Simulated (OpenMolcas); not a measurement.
Ag3+ (d8) in a complex was computed by CASSCF with the d shell active (OpenMolcas, ANO-RCC-VTZP on the metal). Its lowest spin-free states, and all those of the highest spin:

```json
{"2S+1": "3", "Degeneracy": "1", "E (cm-1)": "0.0"}
{"2S+1": "1", "Degeneracy": "1", "E (cm-1)": "7238"}
{"2S+1": "1", "Degeneracy": "1", "E (cm-1)": "11606"}
{"2S+1": "3", "Degeneracy": "1", "E (cm-1)": "18832"}
{"2S+1": "3", "Degeneracy": "1", "E (cm-1)": "19384"}
{"2S+1": "3", "Degeneracy": "1", "E (cm-1)": "20387"}
{"2S+1": "3", "Degeneracy": "1", "E (cm-1)": "26675"}
{"2S+1": "1", "Degeneracy": "1", "E (cm-1)": "27783"}
{"2S+1": "3", "Degeneracy": "1", "E (cm-1)": "28433"}
{"2S+1": "1", "Degeneracy": "1", "E (cm-1)": "29628"}
{"2S+1": "1", "Degeneracy": "1", "E (cm-1)": "29799"}
{"2S+1": "1", "Degeneracy": "1", "E (cm-1)": "30830"}
{"2S+1": "3", "Degeneracy": "1", "E (cm-1)": "35937"}
{"2S+1": "3", "Degeneracy": "1", "E (cm-1)": "45451"}
{"2S+1": "3", "Degeneracy": "1", "E (cm-1)": "46385"}
{"2S+1": "3", "Degeneracy": "1", "E (cm-1)": "47610"}
```

Task: Is the site octahedral, tetrahedral or cube-like, axial, or of lower symmetry?

Result: The states with 2S+1 = 3 have orbital degeneracies 1, 1, 1, 1, 1, 1, 1, 1, 1, 1. No state of this spin is degenerate, so the site is of lower symmetry, with no axis of order three or more. The run had Ag3+ with 6 ligands (water, fluoride on the axis) in tetragonal octahedral coordination (D2h) at 2.02 Å, the axial distance 1.972 Å. Ligand basis ANO-RCC-VDZP.

Without dynamic correlation the repulsion within the d shell is too large (B by tens of per cent), so at a given field states of lower spin stand too high. Real 4d8 and 5d8 ions are as a rule square planar and diamagnetic. This shell can be high or low spin here, a state of another spin lies low, and with metal d orbitals alone active their balance is uncertain, so the ground spin may be wrong. The least metal-like active orbital is 70 % on the metal (Löwdin) and no ligand orbital is active, so the numbers are rough. With metal d orbitals alone the field can be off either way by tens of per cent. Ligand-to-metal charge-transfer states are missing. With no ligand orbital active B as a rule stays too high, so bands that hang on it stand too high and its fall with covalency is understated. The distance lies 4 % under the 2.11 Å that this model takes as the normal distance (a Shannon-type radius plus a fixed donor radius); by an R⁻⁵ law this alone changes a d-shell field by about +24 %. No measured value stands beside these numbers; the geometry is a model, was not optimised and need not be the one that this ion takes.
